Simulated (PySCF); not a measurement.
AlBO2 (calculated)

All values are calculated (PySCF 2.14.0). Calculation on a computer-drawn molecule: vertical ionisation energy to the stated ion spin, frozen-core CCSD(T) at the basis limit and cheaper methods, single-reference cases, UHF for radicals, no spin-orbit; all values are single points at the evaluated structure, the first of each entry, which is the reference or a displaced copy of it and isn't optimised; the reference structure only sets the zero of the energies above reference; triples share is (T) over the correlation energy.

Common to all runs: charge 0; multiplicity 1; ion multiplicity 2; diffuse functions no; basis cc-pV(n+d)Z; reference is the Hartree-Fock double-zeta minimum; best is HF at quadruple zeta + MP2 correlation extrapolated from triple and quadruple zeta + CCSD(T) minus MP2 at triple zeta; basis step is the size of the change from the same recipe one zeta lower.

(1) AlBO2

Evaluated structure:
```xyz
4
AlBO2
O     -0.2445     0.8938     0.6528
B     -0.3127    -0.1076    -0.0535
O     -0.4752    -1.2731    -0.6847
Al    -0.5595    -2.6470    -1.3008
```

Reference structure:
```xyz
4
AlBO2
O     -0.3293     0.9467     0.5456
B     -0.3943    -0.1131    -0.0119
O     -0.4647    -1.2611    -0.6159
Al    -0.5584    -2.7948    -1.4234
```

The calculation gives: ionisation energy best 9.431 eV; ionisation energy basis step 0.01891 eV; energy above reference best 19.51 kcal/mol; energy above reference basis step 0.1502 kcal/mol; ionisation energy Koopmans at triple zeta 9.024 eV; ionisation energy EOM CCSD at triple zeta 9.446 eV; total energy HF triple zeta -416.5311 hartree; total energy CCSD(T) triple zeta -417.1614 hartree; total energy best -417.2571 hartree; T1 diagnostic at triple zeta 0.01735; D1 diagnostic at triple zeta 0.04184; ion T1 diagnostic at triple zeta 0.01959; ion D1 diagnostic at triple zeta 0.0465; ion spin squared at triple zeta 0.7511; triples share at triple zeta 0.04031; basis functions triple zeta 129; dipole magnitude HF at triple zeta 3.105 debye; dipole magnitude CCSD unrelaxed at triple zeta 2.778 debye; dipole magnitude PBE at triple zeta 2.786 debye; dipole magnitude r2SCAN at triple zeta 2.808 debye; dipole magnitude B3LYP at triple zeta 2.989 debye; dipole magnitude wB97X at triple zeta 2.877 debye.

Drawn bonds:
| atom | other atom | order |
| --- | --- | --- |
| 1 | 2 | 2 |
| 2 | 3 | 1 |
| 3 | 4 | 1 |

Triple zeta:
| method | ionisation energy (eV) | energy above reference (kcal/mol) |
| --- | --- | --- |
| HF | 8.333 | 19.59 |
| PBE | 9.339 | 19.7 |
| r2SCAN | 9.169 | 18.68 |
| B3LYP | 9.483 | 19.67 |
| wB97X | 9.48 | 19.09 |
| MP2 | 9.064 | 19.07 |
| CCSD | 9.328 | 19.19 |
| CCSD(T) | 9.344 | 18.96 |

(2) AlBO2

Evaluated structure:
```xyz
4
AlBO2
O     -0.2445     0.8938     0.6528
B     -0.3127    -0.1076    -0.0535
O     -0.4752    -1.2731    -0.6847
Al    -0.5636    -2.7153    -1.3314
```

Reference structure:
```xyz
4
AlBO2
O     -0.3293     0.9467     0.5456
B     -0.3943    -0.1131    -0.0119
O     -0.4647    -1.2611    -0.6159
Al    -0.5584    -2.7948    -1.4234
```

The calculation gives: ionisation energy best 9.629 eV; ionisation energy basis step 0.0127 eV; energy above reference best 7.771 kcal/mol; energy above reference basis step 0.2889 kcal/mol; ionisation energy Koopmans at triple zeta 9.228 eV; ionisation energy EOM CCSD at triple zeta 9.647 eV; total energy HF triple zeta -416.5485 hartree; total energy CCSD(T) triple zeta -417.1801 hartree; total energy best -417.2758 hartree; T1 diagnostic at triple zeta 0.01746; D1 diagnostic at triple zeta 0.0417; ion T1 diagnostic at triple zeta 0.02009; ion D1 diagnostic at triple zeta 0.04695; ion spin squared at triple zeta 0.7512; triples share at triple zeta 0.04051; basis functions triple zeta 129; dipole magnitude HF at triple zeta 3.63 debye; dipole magnitude CCSD unrelaxed at triple zeta 3.285 debye; dipole magnitude PBE at triple zeta 3.26 debye; dipole magnitude r2SCAN at triple zeta 3.29 debye; dipole magnitude B3LYP at triple zeta 3.481 debye; dipole magnitude wB97X at triple zeta 3.388 debye.

Drawn bonds:
| atom | other atom | order |
| --- | --- | --- |
| 1 | 2 | 2 |
| 2 | 3 | 1 |
| 3 | 4 | 1 |

Triple zeta:
| method | ionisation energy (eV) | energy above reference (kcal/mol) |
| --- | --- | --- |
| HF | 8.541 | 8.668 |
| PBE | 9.504 | 7.737 |
| r2SCAN | 9.355 | 7.314 |
| B3LYP | 9.677 | 8.084 |
| wB97X | 9.678 | 7.735 |
| MP2 | 9.258 | 7.219 |
| CCSD | 9.526 | 7.579 |
| CCSD(T) | 9.538 | 7.239 |

(3) AlBO2

Evaluated structure:
```xyz
4
AlBO2
O     -0.2445     0.8938     0.6528
B     -0.3127    -0.1076    -0.0535
O     -0.4752    -1.2731    -0.6847
Al    -0.5750    -2.9003    -1.4144
```

Reference structure:
```xyz
4
AlBO2
O     -0.3293     0.9467     0.5456
B     -0.3943    -0.1131    -0.0119
O     -0.4647    -1.2611    -0.6159
Al    -0.5584    -2.7948    -1.4234
```

It finds ionisation energy best 10.2 eV; ionisation energy basis step 0.006756 eV; energy above reference best 1.462 kcal/mol; energy above reference basis step 0.7097 kcal/mol; ionisation energy Koopmans at triple zeta 9.824 eV; ionisation energy EOM CCSD at triple zeta 10.23 eV; total energy HF triple zeta -416.5557 hartree; total energy CCSD(T) triple zeta -417.1901 hartree; total energy best -417.2859 hartree; T1 diagnostic at triple zeta 0.01783; D1 diagnostic at triple zeta 0.04146; ion T1 diagnostic at triple zeta 0.02201; ion D1 diagnostic at triple zeta 0.04973; ion spin squared at triple zeta 0.7516; triples share at triple zeta 0.04107; basis functions triple zeta 129; dipole magnitude HF at triple zeta 5.246 debye; dipole magnitude CCSD unrelaxed at triple zeta 4.846 debye; dipole magnitude PBE at triple zeta 4.711 debye; dipole magnitude r2SCAN at triple zeta 4.763 debye; dipole magnitude B3LYP at triple zeta 4.994 debye; dipole magnitude wB97X at triple zeta 4.96 debye.

Drawn bonds:
| atom | other atom | order |
| --- | --- | --- |
| 1 | 2 | 2 |
| 2 | 3 | 1 |
| 3 | 4 | 1 |

Triple zeta:
| method | ionisation energy (eV) | energy above reference (kcal/mol) |
| --- | --- | --- |
| HF | 9.151 | 4.182 |
| PBE | 9.851 | 0.2173 |
| r2SCAN | 9.844 | 1.554 |
| B3LYP | 10.15 | 1.534 |
| wB97X | 10.25 | 1.786 |
| MP2 | 9.821 | 0.6156 |
| CCSD | 10.1 | 1.623 |
| CCSD(T) | 10.1 | 0.9898 |

(4) AlBO2

Evaluated structure:
```xyz
4
AlBO2
O     -0.2445     0.8938     0.6528
B     -0.3127    -0.1076    -0.0535
O     -0.4752    -1.2731    -0.6847
Al    -0.5762    -2.9194    -1.4229
```

Reference structure:
```xyz
4
AlBO2
O     -0.3293     0.9467     0.5456
B     -0.3943    -0.1131    -0.0119
O     -0.4647    -1.2611    -0.6159
Al    -0.5584    -2.7948    -1.4234
```

The calculation gives: ionisation energy best 10.26 eV; ionisation energy basis step 0.008985 eV; energy above reference best 2.042 kcal/mol; energy above reference basis step 0.7528 kcal/mol; ionisation energy Koopmans at triple zeta 9.888 eV; ionisation energy EOM CCSD at triple zeta 10.29 eV; total energy HF triple zeta -416.5545 hartree; total energy CCSD(T) triple zeta -417.1892 hartree; total energy best -417.2849 hartree; T1 diagnostic at triple zeta 0.01788; D1 diagnostic at triple zeta 0.04144; ion T1 diagnostic at triple zeta 0.02227; ion D1 diagnostic at triple zeta 0.05023; ion spin squared at triple zeta 0.7516; triples share at triple zeta 0.04113; basis functions triple zeta 129; dipole magnitude HF at triple zeta 5.426 debye; dipole magnitude CCSD unrelaxed at triple zeta 5.02 debye; dipole magnitude PBE at triple zeta 4.871 debye; dipole magnitude r2SCAN at triple zeta 4.925 debye; dipole magnitude B3LYP at triple zeta 5.162 debye; dipole magnitude wB97X at triple zeta 5.135 debye.

Drawn bonds:
| atom | other atom | order |
| --- | --- | --- |
| 1 | 2 | 2 |
| 2 | 3 | 1 |
| 3 | 4 | 1 |

Triple zeta:
| method | ionisation energy (eV) | energy above reference (kcal/mol) |
| --- | --- | --- |
| HF | 9.216 | 4.91 |
| PBE | 9.876 | 0.6451 |
| r2SCAN | 9.883 | 2.163 |
| B3LYP | 10.19 | 2.051 |
| wB97X | 10.31 | 2.361 |
| MP2 | 9.882 | 1.165 |
| CCSD | 10.16 | 2.236 |
| CCSD(T) | 10.15 | 1.575 |

(5) AlBO2

Evaluated structure:
```xyz
4
AlBO2
O     -0.3232     0.9540     0.5367
B     -0.3868    -0.0912    -0.0321
O     -0.4732    -1.2652    -0.6117
Al    -0.5543    -2.7958    -1.4174
```

Reference structure:
```xyz
4
AlBO2
O     -0.3293     0.9467     0.5456
B     -0.3943    -0.1131    -0.0119
O     -0.4647    -1.2611    -0.6159
Al    -0.5584    -2.7948    -1.4234
```

Results for AlBO2: ionisation energy best 10.04 eV; ionisation energy basis step 0.000179 eV; energy above reference best 0.3898 kcal/mol; energy above reference basis step 0.02317 kcal/mol; ionisation energy Koopmans at triple zeta 9.649 eV; ionisation energy EOM CCSD at triple zeta 10.06 eV; total energy HF triple zeta -416.5618 hartree; total energy CCSD(T) triple zeta -417.1911 hartree; total energy best -417.2876 hartree; T1 diagnostic at triple zeta 0.01669; D1 diagnostic at triple zeta 0.03742; ion T1 diagnostic at triple zeta 0.02013; ion D1 diagnostic at triple zeta 0.04496; ion spin squared at triple zeta 0.7514; triples share at triple zeta 0.03977; basis functions triple zeta 129; dipole magnitude HF at triple zeta 4.683 debye; dipole magnitude CCSD unrelaxed at triple zeta 4.356 debye; dipole magnitude PBE at triple zeta 4.237 debye; dipole magnitude r2SCAN at triple zeta 4.278 debye; dipole magnitude B3LYP at triple zeta 4.494 debye; dipole magnitude wB97X at triple zeta 4.44 debye.

Drawn bonds:
| atom | other atom | order |
| --- | --- | --- |
| 1 | 2 | 2 |
| 2 | 3 | 1 |
| 3 | 4 | 1 |

Triple zeta:
| method | ionisation energy (eV) | energy above reference (kcal/mol) |
| --- | --- | --- |
| HF | 8.977 | 0.3385 |
| PBE | 9.812 | 0.4051 |
| r2SCAN | 9.738 | 0.4034 |
| B3LYP | 10.07 | 0.3774 |
| wB97X | 10.09 | 0.3384 |
| MP2 | 9.67 | 0.396 |
| CCSD | 9.943 | 0.365 |
| CCSD(T) | 9.947 | 0.3786 |

(6) AlBO2

Evaluated structure:
```xyz
4
AlBO2
O     -0.2458     0.7992     0.4775
B     -0.3497    -0.1863     0.0098
O     -0.3240    -1.1907    -0.7601
Al    -0.7258    -2.7559    -1.5511
```

Reference structure:
```xyz
4
AlBO2
O     -0.3293     0.9467     0.5456
B     -0.3943    -0.1131    -0.0119
O     -0.4647    -1.2611    -0.6159
Al    -0.5584    -2.7948    -1.4234
```

It finds ionisation energy best 10.15 eV; ionisation energy basis step 0.00555 eV; energy above reference best 24.07 kcal/mol; energy above reference basis step 1.459 kcal/mol; ionisation energy Koopmans at triple zeta 9.752 eV; ionisation energy EOM CCSD at triple zeta 10.16 eV; total energy HF triple zeta -416.5301 hartree; total energy CCSD(T) triple zeta -417.1509 hartree; total energy best -417.2498 hartree; T1 diagnostic at triple zeta 0.01508; D1 diagnostic at triple zeta 0.03187; ion T1 diagnostic at triple zeta 0.02003; ion D1 diagnostic at triple zeta 0.06164; ion spin squared at triple zeta 0.7519; triples share at triple zeta 0.03768; basis functions triple zeta 129; dipole magnitude HF at triple zeta 4.779 debye; dipole magnitude CCSD unrelaxed at triple zeta 4.545 debye; dipole magnitude PBE at triple zeta 4.38 debye; dipole magnitude r2SCAN at triple zeta 4.416 debye; dipole magnitude B3LYP at triple zeta 4.626 debye; dipole magnitude wB97X at triple zeta 4.586 debye.

Drawn bonds:
| atom | other atom | order |
| --- | --- | --- |
| 1 | 2 | 2 |
| 2 | 3 | 1 |
| 3 | 4 | 1 |

Triple zeta:
| method | ionisation energy (eV) | energy above reference (kcal/mol) |
| --- | --- | --- |
| HF | 9.095 | 20.2 |
| PBE | 9.805 | 25.76 |
| r2SCAN | 9.777 | 24.36 |
| B3LYP | 10.08 | 23.59 |
| wB97X | 10.19 | 23.65 |
| MP2 | 9.789 | 26.19 |
| CCSD | 10.06 | 24.53 |
| CCSD(T) | 10.06 | 25.57 |

(7) AlBO2

Evaluated structure:
```xyz
4
AlBO2
O     -0.3552     0.9576     0.5481
B     -0.4119    -0.1098    -0.0845
O     -0.4775    -1.2597    -0.5748
Al    -0.5712    -2.8287    -1.4408
```

Reference structure:
```xyz
4
AlBO2
O     -0.3293     0.9467     0.5456
B     -0.3943    -0.1131    -0.0119
O     -0.4647    -1.2611    -0.6159
Al    -0.5584    -2.7948    -1.4234
```

It finds ionisation energy best 10.36 eV; ionisation energy basis step 0.009312 eV; energy above reference best 3.264 kcal/mol; energy above reference basis step 0.08668 kcal/mol; ionisation energy Koopmans at triple zeta 9.993 eV; ionisation energy EOM CCSD at triple zeta 10.39 eV; total energy HF triple zeta -416.5550 hartree; total energy CCSD(T) triple zeta -417.1865 hartree; total energy best -417.2830 hartree; T1 diagnostic at triple zeta 0.01754; D1 diagnostic at triple zeta 0.04137; ion T1 diagnostic at triple zeta 0.02279; ion D1 diagnostic at triple zeta 0.05918; ion spin squared at triple zeta 0.7516; triples share at triple zeta 0.0404; basis functions triple zeta 129; dipole magnitude HF at triple zeta 5.933 debye; dipole magnitude CCSD unrelaxed at triple zeta 5.494 debye; dipole magnitude PBE at triple zeta 5.256 debye; dipole magnitude r2SCAN at triple zeta 5.332 debye; dipole magnitude B3LYP at triple zeta 5.594 debye; dipole magnitude wB97X at triple zeta 5.602 debye.

Drawn bonds:
| atom | other atom | order |
| --- | --- | --- |
| 1 | 2 | 2 |
| 2 | 3 | 1 |
| 3 | 4 | 1 |

Triple zeta:
| method | ionisation energy (eV) | energy above reference (kcal/mol) |
| --- | --- | --- |
| HF | 9.328 | 4.621 |
| PBE | 9.806 | 2.64 |
| r2SCAN | 9.851 | 3.288 |
| B3LYP | 10.13 | 3.265 |
| wB97X | 10.41 | 3.639 |
| MP2 | 9.98 | 3.073 |
| CCSD | 10.26 | 3.559 |
| CCSD(T) | 10.25 | 3.265 |

(8) AlBO2

Evaluated structure:
```xyz
4
AlBO2
O     -0.3552     0.9576     0.5481
B     -0.4119    -0.1098    -0.0845
O     -0.4714    -1.1531    -0.5294
Al    -0.5651    -2.7221    -1.3954
```

Reference structure:
```xyz
4
AlBO2
O     -0.3293     0.9467     0.5456
B     -0.3943    -0.1131    -0.0119
O     -0.4647    -1.2611    -0.6159
Al    -0.5584    -2.7948    -1.4234
```

Drawn bonds:
| atom | other atom | order |
| --- | --- | --- |
| 1 | 2 | 2 |
| 2 | 3 | 1 |
| 3 | 4 | 1 |

(9) AlBO2

Evaluated structure:
```xyz
4
AlBO2
O     -0.3552     0.9576     0.5481
B     -0.4119    -0.1098    -0.0845
O     -0.4739    -1.1963    -0.5478
Al    -0.5676    -2.7653    -1.4138
```

Reference structure:
```xyz
4
AlBO2
O     -0.3293     0.9467     0.5456
B     -0.3943    -0.1131    -0.0119
O     -0.4647    -1.2611    -0.6159
Al    -0.5584    -2.7948    -1.4234
```

Drawn bonds:
| atom | other atom | order |
| --- | --- | --- |
| 1 | 2 | 2 |
| 2 | 3 | 1 |
| 3 | 4 | 1 |

(10) AlBO2

Evaluated structure:
```xyz
4
AlBO2
O     -0.3552     0.9576     0.5481
B     -0.4119    -0.1098    -0.0845
O     -0.4858    -1.4048    -0.6367
Al    -0.5795    -2.9738    -1.5027
```

Reference structure:
```xyz
4
AlBO2
O     -0.3293     0.9467     0.5456
B     -0.3943    -0.1131    -0.0119
O     -0.4647    -1.2611    -0.6159
Al    -0.5584    -2.7948    -1.4234
```

Drawn bonds:
| atom | other atom | order |
| --- | --- | --- |
| 1 | 2 | 2 |
| 2 | 3 | 1 |
| 3 | 4 | 1 |

Q: Estimate the total energy CCSD(T) triple zeta of AlBO2 (entry 8).
A: -417.1475 hartree

Q: Estimate the ionisation energy basis step of AlBO2 (entry 8).
A: 0.01833 eV

Q: AlBO2 (entry 8): dipole magnitude wB97X at triple zeta?
A: 6.269 debye

Q: What total energy best does the calculation give for AlBO2 (entry 9)?
A: -417.2674 hartree

Q: What T1 diagnostic at triple zeta does the calculation give for AlBO2 (entry 10)?
A: 0.01882

Q: Give the table of triple zeta values for AlBO2 (entry 10).
A: 
Triple zeta:
| method | ionisation energy (eV) | energy above reference (kcal/mol) |
| --- | --- | --- |
| HF | 9.091 | 12.68 |
| PBE | 9.827 | 4.783 |
| r2SCAN | 9.803 | 7.32 |
| B3LYP | 10.12 | 7.369 |
| wB97X | 10.19 | 7.76 |
| MP2 | 9.761 | 5.474 |
| CCSD | 10.04 | 7.488 |
| CCSD(T) | 10.03 | 6.195 |

Further results for AlBO2 (entry 8):

* ionisation energy best: 10.53 eV
* energy above reference best: 26.34 kcal/mol
* energy above reference basis step: 1.416 kcal/mol
* ionisation energy Koopmans at triple zeta: 10.17 eV
* ionisation energy EOM CCSD at triple zeta: 10.55 eV
* total energy HF triple zeta: -416.5222 hartree
* total energy best: -417.2462 hartree
* T1 diagnostic at triple zeta: 0.01676
* D1 diagnostic at triple zeta: 0.0398
* ion T1 diagnostic at triple zeta: 0.02491
* ion D1 diagnostic at triple zeta: 0.08316
* ion spin squared at triple zeta: 0.7516
* triples share at triple zeta: 0.03891
* basis functions triple zeta: 129
* dipole magnitude HF at triple zeta: 6.64 debye
* dipole magnitude CCSD unrelaxed at triple zeta: 6.19 debye
* dipole magnitude PBE at triple zeta: 5.795 debye
* dipole magnitude r2SCAN at triple zeta: 5.903 debye
* dipole magnitude B3LYP at triple zeta: 6.207 debye

Triple zeta:
| method | ionisation energy (eV) | energy above reference (kcal/mol) |
| --- | --- | --- |
| HF | 9.519 | 25.17 |
| PBE | 9.721 | 27.03 |
| r2SCAN | 9.79 | 26.34 |
| B3LYP | 10.04 | 26.14 |
| wB97X | 10.58 | 26.79 |
| MP2 | 10.16 | 27.95 |
| CCSD | 10.45 | 27.26 |
| CCSD(T) | 10.43 | 27.71 |

Further results for AlBO2 (entry 9):

* ionisation energy best: 10.46 eV
* ionisation energy basis step: 0.01187 eV
* energy above reference best: 13.05 kcal/mol
* energy above reference basis step: 0.7405 kcal/mol
* ionisation energy Koopmans at triple zeta: 10.1 eV
* ionisation energy EOM CCSD at triple zeta: 10.5 eV
* total energy HF triple zeta: -416.5419 hartree
* total energy CCSD(T) triple zeta: -417.1697 hartree
* T1 diagnostic at triple zeta: 0.01706
* D1 diagnostic at triple zeta: 0.04039
* ion T1 diagnostic at triple zeta: 0.0235
* ion D1 diagnostic at triple zeta: 0.0688
* ion spin squared at triple zeta: 0.7516
* triples share at triple zeta: 0.03952
* basis functions triple zeta: 129
* dipole magnitude HF at triple zeta: 6.349 debye
* dipole magnitude CCSD unrelaxed at triple zeta: 5.903 debye
* dipole magnitude PBE at triple zeta: 5.579 debye
* dipole magnitude r2SCAN at triple zeta: 5.672 debye
* dipole magnitude B3LYP at triple zeta: 5.957 debye
* dipole magnitude wB97X at triple zeta: 5.995 debye

Triple zeta:
| method | ionisation energy (eV) | energy above reference (kcal/mol) |
| --- | --- | --- |
| HF | 9.44 | 12.83 |
| PBE | 9.764 | 13.2 |
| r2SCAN | 9.826 | 13.05 |
| B3LYP | 10.09 | 12.93 |
| wB97X | 10.51 | 13.45 |
| MP2 | 10.08 | 13.84 |
| CCSD | 10.37 | 13.63 |
| CCSD(T) | 10.36 | 13.78 |

Further results for AlBO2 (entry 10):

* ionisation energy best: 10.14 eV
* ionisation energy basis step: 0.008838 eV
* energy above reference best: 7.15 kcal/mol
* energy above reference basis step: 1.446 kcal/mol
* ionisation energy Koopmans at triple zeta: 9.772 eV
* ionisation energy EOM CCSD at triple zeta: 10.16 eV
* total energy HF triple zeta: -416.5421 hartree
* total energy CCSD(T) triple zeta: -417.1818 hartree
* total energy best: -417.2768 hartree
* D1 diagnostic at triple zeta: 0.04401
* ion T1 diagnostic at triple zeta: 0.02301
* ion D1 diagnostic at triple zeta: 0.05165
* ion spin squared at triple zeta: 0.7517
* triples share at triple zeta: 0.04238
* basis functions triple zeta: 129
* dipole magnitude HF at triple zeta: 5.057 debye
* dipole magnitude CCSD unrelaxed at triple zeta: 4.631 debye
* dipole magnitude PBE at triple zeta: 4.55 debye
* dipole magnitude r2SCAN at triple zeta: 4.594 debye
* dipole magnitude B3LYP at triple zeta: 4.821 debye
* dipole magnitude wB97X at triple zeta: 4.767 debye
